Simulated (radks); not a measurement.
The numbers below are computed, except where a source is named.
The nuclear charge of neutral praseodymium is varied continuously with 59 electrons held in [Xe] 4f3 6s2. Code: a radial shooting solver on a logarithmic mesh with Libxc functionals. Model: non-relativistic Kohn-Sham, PBE, spin-polarised, spherical densities, point nucleus; open shells are filled with parallel spins first (spin-orbit coupling, left out, can overturn this in heavy ions); relativity is left out, which matters for an element this heavy. By the Hellmann-Feynman theorem dE/dZ = E(electron-nucleus)/Z, the electronic potential at the nucleus.

| Z | E (hartree) | E(electron-nucleus)/Z (hartree) | HOMO | e(HOMO) (eV) | <r> HOMO (bohr) |
|---|---|---|---|---|---|
| 58.8 | -8852.1660 | -356.797 | 4f | -2.196 | 1.120 |
| 58.9 | -8887.8855 | -357.593 | 6s | -2.711 | 4.900 |
| 59 | -8923.6845 | -358.387 | 6s | -3.217 | 4.774 |
| 59.1 | -8959.5629 | -359.180 | 6s | -3.743 | 4.658 |
| 59.2 | -8995.5205 | -359.972 | 6s | -4.288 | 4.552 |
| 59.3 | -9031.5573 | -360.764 | 6s | -4.851 | 4.453 |
| 59.4 | -9067.6732 | -361.554 | 6s | -5.432 | 4.361 |
| 59.5 | -9103.8681 | -362.344 | 6s | -6.029 | 4.275 |
| 59.6 | -9140.1419 | -363.133 | 6s | -6.643 | 4.194 |
| 59.7 | -9176.4946 | -363.921 | 6s | -7.272 | 4.118 |
| 59.8 | -9212.9261 | -364.709 | 6s | -7.916 | 4.047 |
| 59.9 | -9249.4363 | -365.496 | 6s | -8.575 | 3.980 |
| 60 | -9286.0253 | -366.283 | 6s | -9.249 | 3.916 |

The central difference of E at Z = 59 is -358.387 hartree, to compare with the third column; the second derivative is -7.94 hartree.
